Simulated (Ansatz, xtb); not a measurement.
# The atomisation energy (no zero-point term) down a group: C to Sn

One atom is swapped for its congeners: CH4S (methanethiol) `CS`; SiH3(SH) (sulfanylsilane); GeH3(SH); SnH3(SH). All are singlets with charge 0.

Shapes, held fixed at every level: PBE0-D4/def2-TZVP. Programs: Ansatz 0.2.0, xtb 6.7.1, xtb 6.7.1 later snapshot. Values in eV.

```csv
level,CH4S,GeH3(SH),SnH3(SH)
GFN0-xTB,22.80,25.24,24.62
HF/def2-TZVPP,15.20,11.82,10.53
PBE-D4/def2-TZVPP,20.82,16.15,14.75
B3LYP-D4/def2-TZVPP,20.57,16.19,14.82
BHLYP-D4/def2-TZVPP,20.10,15.97,14.61
wB97M-V/def2-TZVPP,20.69,16.29,14.99
wB97X-V/def2-TZVPP,20.64,16.49,15.16
CCSD(T)/def2-TZVPP,20.09,16.07,14.67
```

**Question.** Estimate the column for SiH3(SH) from its neighbours.

**Answer.** The mean of the neighbours at CCSD(T)/def2-TZVPP is 18.08 eV, against 17.19 from the run: the member lies nearer Ge. All rows: GFN0-xTB 23.14; HF/def2-TZVPP 13.24; PBE-D4/def2-TZVPP 17.41; B3LYP-D4/def2-TZVPP 17.57; BHLYP-D4/def2-TZVPP 17.37; wB97M-V/def2-TZVPP 17.72; wB97X-V/def2-TZVPP 17.80; CCSD(T)/def2-TZVPP 17.19 eV. At CCSD(T)/def2-TZVPP the atomisation energy falls at every step, from 20.09 to 14.67 eV. 7 of 8 levels show this order throughout; 7 agree on the largest and the smallest. For atoms past krypton def2 sets carry core potentials with scalar relativity. Relativity is left out for Ge unless named. Correlated rows may include outer-core shells of Ge, Sn, which these sets cover unevenly. GFN0-xTB strays far from the other rows. xTB rows lack spin polarisation. Spin-orbit coupling, which grows down the group, is left out (summed over each molecule's free atoms 0.03, 0.04, 0.14, 0.33 eV).
